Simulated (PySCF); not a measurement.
Work out the structure from these simulated measurements.

Formula: C3H8ClNOSi.

- UV, first state: lowest singlet excitation: 5.82 eV (213 nm, f = 0.000) [TDDFT PBE0/def2-SVPD]
- Polarisability: 86.3 au [PBE0/def2-SVPD]
- 13C NMR: chemical shifts (computed TMS as zero) by class: 180.2 (1 C), 30.8 (1 C), 23.3 (1 C) ppm [GIAO PBE0/pcSseg-1]
- Dipole: 2.66 D [PBE0/def2-SVPD]
- NMR, other nuclei: isotropic shieldings of nuclei other than C and H, by class: 145 (1 N), -110 (1 O), 395 (1 Si), 935 (1 Cl) ppm [GIAO PBE0/pcSseg-1]
- Triplet: lowest triplet excitation (Tamm–Dancoff): 5.33 eV [TDA PBE0/def2-SVPD]
- Rotational structure: rotational constants A, B, C: 3.623, 0.876, 0.748 GHz [GFN2-xTB]
- UV, strongest line: among the 6 lowest singlet transitions: S5 at 7.11 eV (174 nm, f = 0.082) [TDDFT PBE0/def2-SVPD]
- 1H NMR: chemical shifts (computed TMS as zero) by class: 4.85 (2 H), 4.67 (1 H), 2.89 (2 H), 2.09 (3 H) ppm [GIAO PBE0/pcSseg-1]

The electronic properties come from PySCF, for the isolated species, density fitting. Levels stand in brackets. Geometry: GFN2-xTB, one conformer, isolated molecule. NMR values are class means; diastereotopic atoms form classes of their own.

Q: Give a SMILES that accounts for the data.

A: Numbering: `[CH3:1][C:2](=[O:3])[NH:4][SiH2:5][CH2:6][Cl:7]`. Its formula, C3H8ClNOSi, gives 1 degree of unsaturation: 0 rings and 1 π bond in the structure found. 3 carbons fall into 3 classes; from least to most shielded: amide carbonyl carbon [C2] (180.2 ppm), sp3 C–Cl carbon [C6] (30.8 ppm), methyl carbon next to a carbonyl [C1] (23.3 ppm). Hydrogen classes from least to most shielded: 2 H on an SiH2 silicon, Si5 (4.85 ppm), 1 H on an amide nitrogen, N4 (4.67 ppm), 2 H on an sp3 C–Cl carbon, C6 (2.89 ppm), 3 H on a methyl carbon next to a carbonyl, C1 (2.09 ppm). The other shieldings belong to: 145 ppm, amide nitrogen [N4]; -110 ppm, amide oxygen [O3]; 395 ppm, SiH2 silicon [Si5]; 935 ppm, alkyl chlorine [Cl7]. The optimised geometry has point group C1 and is an asymmetric top. Structure: `C(C)(N[SiH2]CCl)=O`. The assignments are read from this structure; whether some other isomer fits the data as well wasn't checked.

The values belong to the conformer `[CH3:1][C:2](=[O:3])[NH:4][SiH2:5][CH2:6][Cl:7]`: C1–C2–N4–Si5 178°, C2–N4–Si5–C6 180°, N4–Si5–C6–Cl7 58°.
